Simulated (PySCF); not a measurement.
## Working out the ionisation energy of Cr⁺

Cr⁺ [Ar] 3d5 (6S) → Cr²⁺ [Ar] 3d4 (5D). Computed with PySCF 2.14 in aug-cc-pVDZ-DK, with scalar relativity by spin-free X2C-1e. Frozen: [Ar]. Energies in hartree (1 hartree = 27.21139 eV):

| part | Cr⁺ (lower) | Cr²⁺ (upper) |
| --- | --- | --- |
| UHF | -1049.432637 | -1048.879166 |
| MP2 opposite-spin | 0.000000 | 0.000000 |
| MP2 same-spin | -0.066150 | -0.031938 |

Question: What does Hartree-Fock give?

Answer: (-1048.879166) − (-1049.432637) = 0.553471 hartree = 15.061 eV.

Question: What do MP2 and SCS-MP2 (6/5 opposite-spin, 1/3 same-spin) give?

Answer: The opposite-spin parts differ by 0.000 eV and the same-spin parts by 0.931 eV. MP2: 15.061 + (0.000) + (0.931) = 15.992 eV. SCS-MP2: 15.061 + 1.2 × (0.000) + (0.931)/3 = 15.371 eV.

A first-order spin-orbit estimate adds -0.048 eV to MP2 (valence), giving 15.944 eV against 16.486 eV (measured; NIST Atomic Spectra Database, ionization energies).

A double-zeta basis recovers only part of the correlation energy.

What remains against the reference includes basis incompleteness, the frozen core and correlation beyond second order.
